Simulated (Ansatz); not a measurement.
System: SnH₂S, charge 0, singlet. SnH2S (SMILES [SnH][SH]).
B3LYP-D3(BJ)/def2-TZVP minimum from Ansatz (a quantum-chemistry and plane-wave program):
```
S
H 1 1.3446
Sn 1 2.4408 2 95.74
H 3 1.7806 1 88.85 2 180.00
```
Charge 0, spin multiplicity 1.

Quantity: atomisation energy (electronic, to ground-state atoms), in kcal/mol. Radicals and triplets start from unrestricted determinants; spin-orbit coupling is neglected. Correlated methods leave the cores frozen (noble-gas shells, and filled d and f shells in the p block). Past Kr the def2 sets carry scalar-relativistic core potentials. CBS(X,Y): correlation extrapolated as X^-3, Hartree-Fock from the larger set. A bracket is a step between two methods taken in the basis named. Where a partner has so few electrons that a lower coupled-cluster level is exact, that level stands in. Spin-orbit terms, left out, reach several kcal/mol for Br and I, and more for heavier atoms.

CCSD(T)/CBS(def2-TZVPP,def2-QZVPP) + [CCSDT(Q) - CCSD(T)]/def2-TZVPP + [CCSDTQ - CCSDT(Q)]/def2-SVP (Ansatz) gives 228.0 kcal/mol.

Question: What does PBE/def2-TZVPD (Ansatz) give here, and how do the other levels compare?

Answer: PBE gives 229.7 kcal/mol, 1.7 kcal/mol above it. Differences of the others: r2SCAN/def2-TZVPD (Ansatz) 0.5; B3LYP/def2-TZVPD (Ansatz) -2.1; PBE0/def2-TZVPD (Ansatz) -4.0; wB97M-V/def2-TZVPD (Ansatz) 0.5; B2PLYP/def2-TZVPD (Ansatz) -5.8; CCSD(T)/CBS(def2-TZVPP,def2-QZVPP) (Ansatz) -0.4 kcal/mol.
